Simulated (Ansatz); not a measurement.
Relaxation of Ga10As10H30, a nanocrystal cut from zinc blende GaAs (hydrogen-capped) with RKS PBE-D4/def2-SVP.

```sh
$ ansatz run in.yaml --threads 11 --pin off --events-out ev --progress --plain --max-ram 110592MiB --backend cuda --devices 0, --max-vram 75GiB
```

```yaml
crystal:
  periodic: [false, false, false]
  atoms:
    - {symbol: Ga, position_ang: [-2.113800, -2.106700, -0.701100]}
    - {symbol: Ga, position_ang: [-2.138500, 0.719600, -3.524300]}
    - {symbol: Ga, position_ang: [-2.127000, 0.714700, 2.124400]}
    - {symbol: Ga, position_ang: [-2.114600, 3.531400, -0.697800]}
    - {symbol: Ga, position_ang: [0.695000, -2.121400, -3.538300]}
    - {symbol: Ga, position_ang: [0.715000, -2.118400, 2.114600]}
    - {symbol: Ga, position_ang: [3.519300, -2.122800, -0.705900]}
    - {symbol: Ga, position_ang: [0.701900, 0.725400, -0.690900]}
    - {symbol: Ga, position_ang: [0.665400, 3.502700, 2.116400]}
    - {symbol: Ga, position_ang: [3.524700, 0.709200, 2.122200]}
    - {symbol: As, position_ang: [-3.499700, -0.723200, -2.124200]}
    - {symbol: As, position_ang: [-0.675800, -3.521800, -2.108600]}
    - {symbol: As, position_ang: [-0.714200, -0.731200, 0.709000]}
    - {symbol: As, position_ang: [-0.704800, 2.100100, -2.128800]}
    - {symbol: As, position_ang: [-3.532600, 2.104300, 0.705000]}
    - {symbol: As, position_ang: [-0.705000, 2.119100, 3.523900]}
    - {symbol: As, position_ang: [2.127400, -0.693100, -2.113700]}
    - {symbol: As, position_ang: [2.106200, -3.520500, 0.699000]}
    - {symbol: As, position_ang: [2.131700, -0.722600, 3.545200]}
    - {symbol: As, position_ang: [2.118200, 2.099800, 0.701800]}
    - {symbol: H, position_ang: [-3.007300, -3.004000, 0.168400]}
    - {symbol: H, position_ang: [-1.246500, -0.180100, -4.427100]}
    - {symbol: H, position_ang: [-3.004600, 1.606500, -4.444900]}
    - {symbol: H, position_ang: [-3.004300, -0.164700, 3.003600]}
    - {symbol: H, position_ang: [-3.020300, 4.431400, -1.591300]}
    - {symbol: H, position_ang: [-1.216400, 4.415000, 0.160900]}
    - {symbol: H, position_ang: [-0.184800, -1.236500, -4.408500]}
    - {symbol: H, position_ang: [1.598000, -3.032600, -4.438100]}
    - {symbol: H, position_ang: [-0.169800, -2.997900, 2.998500]}
    - {symbol: H, position_ang: [4.420100, -3.001400, -1.588100]}
    - {symbol: H, position_ang: [4.433300, -1.226000, 0.181700]}
    - {symbol: H, position_ang: [-0.187000, 4.436000, 1.196100]}
    - {symbol: H, position_ang: [1.593100, 4.420600, 2.986700]}
    - {symbol: H, position_ang: [4.425100, -0.192900, 1.242800]}
    - {symbol: H, position_ang: [4.418300, 1.605200, 3.026400]}
    - {symbol: H, position_ang: [-4.403300, -1.597200, -3.018800]}
    - {symbol: H, position_ang: [-4.382800, 0.169400, -1.251300]}
    - {symbol: H, position_ang: [-1.581900, -4.411900, -2.983300]}
    - {symbol: H, position_ang: [0.171600, -4.408800, -1.251700]}
    - {symbol: H, position_ang: [0.178100, 2.980600, -2.986100]}
    - {symbol: H, position_ang: [-4.386200, 1.218100, -0.208100]}
    - {symbol: H, position_ang: [-4.399800, 3.034300, 1.569000]}
    - {symbol: H, position_ang: [-1.602800, 3.004900, 4.396400]}
    - {symbol: H, position_ang: [0.163500, 1.235700, 4.417000]}
    - {symbol: H, position_ang: [2.990000, 0.175300, -2.998700]}
    - {symbol: H, position_ang: [1.228300, -4.413900, -0.185300]}
    - {symbol: H, position_ang: [2.996200, -4.425900, 1.567700]}
    - {symbol: H, position_ang: [3.017900, -1.584900, 4.408200]}
    - {symbol: H, position_ang: [1.248600, 0.164800, 4.405600]}
    - {symbol: H, position_ang: [3.002500, 3.000300, -0.188500]}
basis:
  gaussian: {orbitals: def2-SVP, fitting: {mean_field: def2-universal-jkfit}}
hamiltonian: {xc: pbe, dispersion: d4}
scf: {lower_state_search: "off"}
output: {orbitals: {seedname: orbitals}}
relax: {f_tol: 0.03, max_steps: 70}
```

Hardware: 11 threads of AMD EPYC 7R13 on a shared host and a whole NVIDIA H100 80GB HBM3. Wall time 26 s.

Positions (Å) and forces (eV/Å) at steps 1, 2, 3, 4, 5 of 8:

```xyz
50
step=1 energy=-1132378.9241 eV
Ga   -2.114   -2.107   -0.701   -0.166   -0.599    0.494
Ga   -2.139    0.720   -3.524    0.188    0.515   -1.189
Ga   -2.127    0.715    2.124   -0.045   -0.642    0.094
Ga   -2.115    3.531   -0.698   -0.257    0.735   -1.084
Ga    0.695   -2.121   -3.538    1.286   -0.194   -0.846
Ga    0.715   -2.118    2.115   -0.539   -0.210    0.345
Ga    3.519   -2.123   -0.706    1.061    0.226   -0.583
Ga    0.702    0.725   -0.691    0.385    0.067   -0.617
Ga    0.665    3.503    2.116    1.120    1.435   -0.177
Ga    3.525    0.709    2.122    1.104    0.630    0.143
As   -3.500   -0.723   -2.124    0.388    0.048   -0.568
As   -0.676   -3.522   -2.109   -0.648    0.866   -0.700
As   -0.714   -0.731    0.709    0.545    0.884   -0.326
As   -0.705    2.100   -2.129   -0.525   -0.418    0.827
As   -3.533    2.104    0.705    0.757    0.585   -0.083
As   -0.705    2.119    3.524   -0.222    0.253   -0.539
As    2.127   -0.693   -2.114   -0.926   -0.555    0.606
As    2.106   -3.521    0.699    0.472    0.430   -0.032
As    2.132   -0.723    3.545    0.208    0.248   -1.179
As    2.118    2.100    0.702   -0.426   -0.105    0.336
H    -3.007   -3.004    0.168   -0.427   -0.420    0.457
H    -1.246   -0.180   -4.427   -0.210   -0.099    0.050
H    -3.005    1.607   -4.445   -0.679    0.548   -0.042
H    -3.004   -0.165    3.004   -0.546   -0.599    0.566
H    -3.020    4.431   -1.591   -0.555   -0.041   -0.436
H    -1.216    4.415    0.161    0.005    0.185    0.327
H    -0.185   -1.236   -4.409   -0.409    0.071   -0.207
H     1.598   -3.033   -4.438    0.360   -0.449    0.091
H    -0.170   -2.998    2.998   -0.536   -0.494    0.493
H     4.420   -3.001   -1.588    0.140   -0.745   -0.618
H     4.433   -1.226    0.182   -0.102   -0.251    0.102
H    -0.187    4.436    1.196   -0.039   -0.181    0.352
H     1.593    4.421    2.987    0.345   -0.107    0.495
H     4.425   -0.193    1.243   -0.007   -0.136    0.169
H     4.418    1.605    3.026   -0.020    0.469    0.548
H    -4.403   -1.597   -3.019    0.000    0.328    0.415
H    -4.383    0.169   -1.251   -0.354   -0.496   -0.146
H    -1.582   -4.412   -2.983    0.345   -0.020    0.373
H     0.172   -4.409   -1.252   -0.157   -0.637    0.146
H     0.178    2.981   -2.986    0.017    0.063   -0.093
H    -4.386    1.218   -0.208   -0.364    0.236    0.544
H    -4.400    3.034    1.569   -0.157   -0.421   -0.296
H    -1.603    3.005    4.396    0.283   -0.308    0.131
H     0.164    1.236    4.417   -0.449    0.167    0.326
H     2.990    0.175   -2.999    0.127    0.053   -0.088
H     1.228   -4.414   -0.185    0.231   -0.245    0.556
H     2.996   -4.426    1.568   -0.354   -0.034   -0.284
H     3.018   -1.585    4.408   -0.089    0.013    0.396
H     1.249    0.165    4.406    0.089   -0.415    0.462
H     3.002    3.000   -0.189   -0.246   -0.235    0.290
50
step=2 energy=-1132381.8688 eV
Ga   -2.152   -2.160   -0.617    0.040   -0.037    0.078
Ga   -2.168    0.810   -3.661    0.041    0.249   -0.668
Ga   -2.170    0.618    2.169    0.106   -0.082   -0.108
Ga   -2.163    3.656   -0.817   -0.060    0.540   -0.338
Ga    0.808   -2.163   -3.663    0.387   -0.085   -0.565
Ga    0.624   -2.166    2.163   -0.080    0.065   -0.033
Ga    3.652   -2.161   -0.810    0.624    0.074   -0.212
Ga    0.745    0.749   -0.746    0.035   -0.002   -0.056
Ga    0.792    3.644    2.160    0.358    0.725   -0.071
Ga    3.659    0.810    2.166    0.603    0.255    0.032
As   -3.417   -0.707   -2.171   -0.180    0.040    0.115
As   -0.685   -3.435   -2.160   -0.120   -0.003    0.042
As   -0.667   -0.669    0.673   -0.044   -0.006    0.089
As   -0.774    2.078   -2.090   -0.183    0.001    0.049
As   -3.430    2.158    0.692   -0.129   -0.072   -0.054
As   -0.701    2.159    3.435   -0.045   -0.137    0.106
As    2.084   -0.769   -2.088   -0.047   -0.212    0.018
As    2.158   -3.435    0.690   -0.104   -0.128   -0.012
As    2.168   -0.704    3.440   -0.152    0.081   -0.022
As    2.085    2.078    0.772    0.021    0.065    0.126
H    -3.068   -3.067    0.248   -0.206   -0.204    0.228
H    -1.291   -0.185   -4.473   -0.068   -0.024   -0.094
H    -3.132    1.721   -4.480   -0.356    0.322    0.081
H    -3.070   -0.255    3.074   -0.256   -0.274    0.253
H    -3.149    4.469   -1.712   -0.334   -0.085   -0.317
H    -1.269    4.458    0.159   -0.020    0.149    0.098
H    -0.191   -1.282   -4.449   -0.099   -0.014   -0.151
H     1.711   -3.148   -4.474    0.287   -0.286    0.091
H    -0.257   -3.066    3.066   -0.252   -0.238    0.234
H     4.465   -3.134   -1.710   -0.037   -0.384   -0.364
H     4.467   -1.280    0.185    0.046   -0.101    0.006
H    -0.183    4.466    1.260   -0.001    0.022    0.141
H     1.714    4.463    3.119    0.283   -0.092    0.333
H     4.466   -0.192    1.294    0.099   -0.025    0.071
H     4.456    1.723    3.148   -0.073    0.310    0.320
H    -4.401   -1.561   -2.980    0.083    0.083    0.135
H    -4.416    0.071   -1.292    0.043   -0.327   -0.209
H    -1.553   -4.413   -2.958    0.075    0.071    0.098
H     0.080   -4.434   -1.293   -0.215   -0.068   -0.095
H     0.128    2.952   -2.960   -0.057   -0.027    0.018
H    -4.416    1.274   -0.103    0.061    0.260    0.377
H    -4.411    2.988    1.533    0.074   -0.188   -0.107
H    -1.566    2.973    4.403    0.089   -0.115   -0.046
H     0.069    1.283    4.438   -0.298    0.205   -0.034
H     2.961    0.124   -2.965   -0.031   -0.052    0.038
H     1.278   -4.435   -0.083    0.202    0.058    0.309
H     2.966   -4.424    1.537   -0.108    0.077   -0.062
H     2.983   -1.554    4.412   -0.085    0.027    0.002
H     1.288    0.071    4.436    0.191   -0.309   -0.015
H     2.960    2.964   -0.129   -0.109   -0.104    0.142
50
step=3 energy=-1132382.8046 eV
Ga   -2.177   -2.187   -0.588    0.082    0.101   -0.061
Ga   -2.219    0.879   -3.766   -0.100    0.175   -0.211
Ga   -2.188    0.588    2.184    0.099    0.061   -0.093
Ga   -2.213    3.757   -0.888   -0.085    0.206   -0.137
Ga    0.882   -2.225   -3.761    0.111   -0.060   -0.183
Ga    0.591   -2.189    2.185    0.057    0.111   -0.095
Ga    3.756   -2.216   -0.880    0.207   -0.086   -0.142
Ga    0.751    0.748   -0.755   -0.040   -0.025    0.037
Ga    0.871    3.751    2.212    0.149    0.217    0.062
Ga    3.760    0.880    2.221    0.178    0.140    0.082
As   -3.396   -0.701   -2.190   -0.083   -0.009    0.097
As   -0.688   -3.413   -2.178    0.004   -0.073    0.077
As   -0.674   -0.675    0.679   -0.099   -0.115    0.100
As   -0.831    2.082   -2.091    0.013    0.006   -0.028
As   -3.399    2.183    0.690   -0.128   -0.085   -0.003
As   -0.703    2.182    3.405    0.003   -0.084    0.095
As    2.085   -0.833   -2.090    0.028    0.002   -0.022
As    2.179   -3.409    0.691   -0.071   -0.066    0.010
As    2.185   -0.699    3.407   -0.086   -0.008    0.122
As    2.085    2.080    0.828    0.012    0.010    0.007
H    -3.102   -3.099    0.288   -0.080   -0.083    0.063
H    -1.352   -0.135   -4.576   -0.021    0.004   -0.126
H    -3.270    1.854   -4.431   -0.052    0.031    0.142
H    -3.106   -0.290    3.101   -0.091   -0.072    0.086
H    -3.276    4.421   -1.846   -0.066   -0.122   -0.063
H    -1.333    4.560    0.124   -0.047    0.119   -0.023
H    -0.146   -1.353   -4.550    0.013   -0.038   -0.123
H     1.848   -3.274   -4.433    0.068   -0.078    0.116
H    -0.293   -3.103    3.100   -0.066   -0.090    0.089
H     4.422   -3.268   -1.849   -0.122   -0.066   -0.050
H     4.559   -1.345    0.139    0.111   -0.041   -0.017
H    -0.145    4.552    1.334    0.031    0.102    0.057
H     1.842    4.421    3.259    0.056   -0.119    0.078
H     4.567   -0.142    1.358    0.122    0.017    0.033
H     4.415    1.854    3.274   -0.116    0.057    0.069
H    -4.382   -1.571   -2.969    0.045   -0.034    0.017
H    -4.441    0.007   -1.322    0.035   -0.110   -0.102
H    -1.563   -4.393   -2.955   -0.041    0.038    0.002
H     0.018   -4.462   -1.315   -0.110    0.032   -0.093
H     0.085    2.948   -2.960   -0.018   -0.020    0.021
H    -4.439    1.313   -0.027    0.055    0.115    0.119
H    -4.396    2.968    1.543    0.068   -0.036    0.030
H    -1.571    2.967    4.386   -0.032   -0.016   -0.050
H     0.006    1.321    4.455   -0.104    0.092   -0.037
H     2.956    0.080   -2.957   -0.029   -0.024    0.026
H     1.308   -4.447   -0.021    0.100    0.027    0.108
H     2.960   -4.400    1.552   -0.017    0.046    0.037
H     2.968   -1.564    4.396   -0.027   -0.024   -0.074
H     1.317    0.005    4.457    0.102   -0.107   -0.059
H     2.952    2.955   -0.079   -0.017   -0.019    0.012
50
step=4 energy=-1132383.1579 eV
Ga   -2.200   -2.207   -0.599   -0.012   -0.003    0.020
Ga   -2.262    0.923   -3.806    0.005    0.075   -0.007
Ga   -2.206    0.595    2.203   -0.006   -0.019    0.005
Ga   -2.258    3.798   -0.929    0.007    0.006   -0.069
Ga    0.924   -2.268   -3.800    0.065    0.014   -0.001
Ga    0.596   -2.207    2.203   -0.021   -0.005    0.005
Ga    3.796   -2.262   -0.923    0.004    0.002   -0.071
Ga    0.710    0.708   -0.713   -0.019   -0.016    0.015
Ga    0.919    3.796    2.256    0.070    0.011   -0.013
Ga    3.799    0.925    2.264    0.000    0.065   -0.006
As   -3.386   -0.740   -2.240   -0.030    0.036    0.019
As   -0.727   -3.400   -2.227    0.033   -0.031    0.011
As   -0.721   -0.722    0.721   -0.071   -0.074    0.070
As   -0.854    2.064   -2.073   -0.013    0.008   -0.010
As   -3.388    2.230    0.728   -0.042   -0.014   -0.037
As   -0.737    2.232    3.389    0.041   -0.011    0.033
As    2.066   -0.857   -2.070    0.014   -0.014   -0.009
As    2.225   -3.396    0.728   -0.005   -0.028   -0.028
As    2.232   -0.736    3.391   -0.015    0.032    0.036
As    2.067    2.063    0.852    0.009    0.011    0.020
H    -3.166   -3.164    0.206    0.036    0.033    0.003
H    -1.405   -0.021   -4.720   -0.033    0.028   -0.056
H    -3.374    1.934   -4.295   -0.005   -0.019    0.061
H    -3.167   -0.210    3.164    0.031   -0.006   -0.035
H    -3.372    4.291   -1.935   -0.007   -0.056    0.011
H    -1.397    4.705    0.018   -0.042    0.055   -0.034
H    -0.030   -1.411   -4.703    0.027   -0.038   -0.055
H     1.934   -3.376   -4.297   -0.009   -0.011    0.056
H    -0.212   -3.166    3.165   -0.004    0.035   -0.034
H     4.293   -3.371   -1.932   -0.054   -0.008    0.014
H     4.702   -1.405    0.030    0.051   -0.037   -0.028
H    -0.027    4.701    1.391    0.034    0.050    0.046
H     1.927    4.293    3.366   -0.011   -0.056    0.010
H     4.714   -0.022    1.412    0.055    0.031    0.035
H     4.283    1.936    3.378   -0.054   -0.011    0.007
H    -4.280   -1.684   -3.044    0.030   -0.004    0.014
H    -4.514   -0.082   -1.448    0.006   -0.026   -0.009
H    -1.671   -4.293   -3.031   -0.008    0.027    0.009
H    -0.070   -4.528   -1.436   -0.026    0.008   -0.008
H     0.101    2.908   -2.920   -0.008   -0.012    0.014
H    -4.511    1.436    0.063    0.009    0.009    0.027
H    -4.291    3.034    1.664    0.035   -0.019    0.002
H    -1.680    3.038    4.282   -0.005   -0.013   -0.032
H    -0.079    1.445    4.520   -0.023    0.004   -0.007
H     2.913    0.095   -2.916   -0.015   -0.009    0.013
H     1.432   -4.522    0.068    0.010    0.009    0.028
H     3.029   -4.294    1.669   -0.014    0.030    0.003
H     3.036   -1.677    4.288   -0.016   -0.002   -0.036
H     1.438   -0.079    4.518    0.007   -0.025   -0.011
H     2.914    2.912   -0.099   -0.012   -0.013    0.006
50
step=5 energy=-1132383.1063 eV rejected
Ga   -2.210   -2.209   -0.606    0.087    0.064    0.139
Ga   -2.237    0.948   -3.821   -0.281    0.151    0.059
Ga   -2.209    0.604    2.205    0.078   -0.147   -0.090
Ga   -2.241    3.814   -0.956   -0.274   -0.073   -0.135
Ga    0.943   -2.242   -3.814    0.136   -0.307    0.062
Ga    0.601   -2.211    2.208   -0.138    0.084   -0.086
Ga    3.815   -2.248   -0.950   -0.064   -0.272   -0.103
Ga    0.688    0.685   -0.689   -0.126   -0.127    0.135
Ga    0.954    3.816    2.239    0.115   -0.076    0.275
Ga    3.815    0.949    2.245   -0.062    0.156    0.258
As   -3.365   -0.708   -2.230    0.044   -0.277    0.047
As   -0.710   -3.376   -2.225   -0.235    0.046    0.049
As   -0.748   -0.749    0.745    0.184    0.176   -0.184
As   -0.844    2.060   -2.066    0.125    0.067   -0.057
As   -3.370    2.219    0.697    0.050   -0.029    0.256
As   -0.704    2.223    3.363   -0.255   -0.040   -0.033
As    2.063   -0.851   -2.062    0.041    0.143   -0.059
As    2.224   -3.371    0.709   -0.059    0.025    0.218
As    2.222   -0.709    3.366   -0.038   -0.260   -0.042
As    2.062    2.059    0.846    0.055    0.077   -0.133
H    -3.112   -3.125    0.311   -0.051   -0.033   -0.112
H    -1.443    0.091   -4.876   -0.036    0.027    0.097
H    -3.472    1.901   -4.124    0.140    0.002   -0.048
H    -3.125   -0.315    3.106   -0.035    0.117    0.049
H    -3.462    4.123   -1.923    0.128    0.046    0.004
H    -1.458    4.862   -0.081   -0.026   -0.091   -0.033
H     0.052   -1.478   -4.863    0.053   -0.010    0.096
H     1.918   -3.459   -4.121   -0.011    0.130   -0.053
H    -0.318   -3.117    3.118    0.116   -0.043    0.043
H     4.137   -3.465   -1.917    0.038    0.122    0.002
H     4.850   -1.475   -0.052   -0.078   -0.005   -0.050
H     0.063    4.858    1.465    0.045   -0.083    0.013
H     1.918    4.131    3.461   -0.004    0.042   -0.131
H     4.871    0.096    1.449   -0.095    0.020    0.038
H     4.118    1.913    3.470    0.045   -0.007   -0.126
H    -4.199   -1.697   -3.043   -0.025    0.018   -0.029
H    -4.534   -0.115   -1.449    0.035    0.050   -0.074
H    -1.694   -4.217   -3.036    0.019   -0.020   -0.027
H    -0.112   -4.539   -1.438    0.040    0.032   -0.064
H     0.129    2.894   -2.900    0.035    0.009   -0.010
H    -4.534    1.433    0.099    0.034    0.064   -0.042
H    -4.211    3.029    1.681   -0.026    0.032   -0.017
H    -1.691    3.037    4.199    0.018    0.029    0.027
H    -0.110    1.440    4.533    0.038    0.060   -0.031
H     2.897    0.119   -2.898    0.013    0.037   -0.011
H     1.437   -4.534    0.110    0.062    0.027   -0.036
H     3.035   -4.214    1.692    0.031   -0.023   -0.015
H     3.034   -1.694    4.204    0.030    0.013    0.028
H     1.437   -0.114    4.532    0.072    0.051   -0.031
H     2.898    2.893   -0.125    0.012    0.004   -0.034
```

Single mean-field runs in def2-SVP are fitted with def2-universal-jkfit.
